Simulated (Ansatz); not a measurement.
Basis-set extrapolation for `O[SiH][SiH](O)O` radical (PBE0-D4/def2-TZVP geometry, frozen core, Ansatz 0.2.0). Multiplicity 2, UHF reference.

|  | def2-TZVPP | def2-QZVPP |
| --- | --- | --- |
| HF | -805.604102 | -805.634022 |
| MP2 correlation | -0.938099 | -1.015892 |
| CCSD(T) correlation | -1.004517 | not run |

Energies in hartree. Use E(X) = E(∞) + A·exp(−7.88·√X) for Hartree–Fock and E(X) = E(∞) + B·X^(−2.97) for correlation, with X = 3 and 4, and add CCSD(T) minus MP2 of the smaller set to the MP2 limit.

Task: What is the CCSD(T) energy at the basis-set limit?

Result: HF limit: -805.634022 + (-0.029920) × 0.13774 = -805.63814. MP2 limit: -1.015892 + (-0.077793) × 0.74074 = -1.07352. Higher-order term: -1.004517 − (-0.938099) = -0.06642. Total: -806.77808 hartree, 4.61 eV below CCSD(T)/def2-TZVPP.
